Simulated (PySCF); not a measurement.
Isomers of C9H16. The calculation used PySCF 2.14.0, PBE0-D3(BJ)/def2-SVP geometry optimisation, gas phase. Energies are electronic, without zero-point or thermal terms, for one conformer each. No frequencies were run at this level. Point groups hold within 0.08 Å.

Problem. Order them by energy at this level, lowest first, and give relative energies in kcal/mol.
A. `[CH3:1][CH2:2][CH2:3][C@@H:4]1[CH:5]=[CH:6][CH2:7][CH2:8][CH2:9]1` with C1–C2–C3–C4 176°, C2–C3–C4–C5 -175°, C3–C4–C5–C6 -138°, C5–C6–C7–C8 -14°, C6–C7–C8–C9 45°, C7–C8–C9–C4 -61°
B. `[CH3:1][CH2:2][C@@H:3]1[CH2:4][CH2:5][C@@H:6]2[CH2:7][CH2:8][C@H:9]12` with C1–C2–C3–C4 -179°, C2–C3–C4–C5 -167°, C3–C4–C5–C6 38°, C4–C5–C6–C7 76°, C5–C6–C7–C8 -106°
C. `[CH3:1][CH2:2][CH2:3][C@@H:4]1[CH2:5][CH:6]=[CH:7][CH2:8][CH2:9]1` with C1–C2–C3–C4 -176°, C2–C3–C4–C5 -60°, C3–C4–C5–C6 -168°, C4–C5–C6–C7 13°, C6–C7–C8–C9 15°, C7–C8–C9–C4 -46°
D. `[CH3:1][C@H:2]1[CH2:3][C:4]12[CH2:5][CH2:6][CH2:7][CH2:8][CH2:9]2` with C1–C2–C3–C4 113°, C2–C3–C4–C5 -111°, C3–C4–C5–C6 -89°, C4–C5–C6–C7 -54°
E. `[CH2:1]1[CH2:2][CH2:3][C@@H:4]2[CH2:5][CH2:6][CH2:7][C@H:8]2[CH2:9]1` with C9–C1–C2–C3 54°, C1–C2–C3–C4 -54°, C2–C3–C4–C5 175°, C3–C4–C5–C6 -160°

Solution. E (0.0), D (18.8), C (19.3), A (19.8), B (22.4).

As drawn, the highest has a four-membered ring, which the lowest lacks. Neighbours under 2.5 kcal/mol apart (C[C@H]1CC12CCCCC2 and CCC[C@@H]1CC=CCC1; CCC[C@@H]1CC=CCC1 and CCC[C@@H]1C=CCCC1) can change places with a better method, another conformer or zero-point energy.

```json
{"SMILES": "C1CC[C@@H]2CCC[C@H]2C1", "E (Eh)": "-351.95954", "E rel (kcal/mol)": "0.0", "dipole (D)": "0.08", "point group": "C2", "A, B, C (MHz)": "2966, 1344, 998.5"}
{"SMILES": "C[C@H]1CC12CCCCC2", "E (Eh)": "-351.92965", "E rel (kcal/mol)": "18.8", "dipole (D)": "0.11", "point group": "C1", "A, B, C (MHz)": "3098, 1164, 999.8"}
{"SMILES": "CCC[C@@H]1CC=CCC1", "E (Eh)": "-351.92885", "E rel (kcal/mol)": "19.3", "dipole (D)": "0.26", "point group": "C1", "A, B, C (MHz)": "3953, 800.0, 698.7"}
{"SMILES": "CCC[C@@H]1C=CCCC1", "E (Eh)": "-351.92799", "E rel (kcal/mol)": "19.8", "dipole (D)": "0.33", "point group": "C1", "A, B, C (MHz)": "3902, 802.3, 704.9"}
{"SMILES": "CC[C@@H]1CC[C@@H]2CC[C@@H]21", "E (Eh)": "-351.92378", "E rel (kcal/mol)": "22.4", "dipole (D)": "0.15", "point group": "C1", "A, B, C (MHz)": "2700, 1304, 1037"}
```
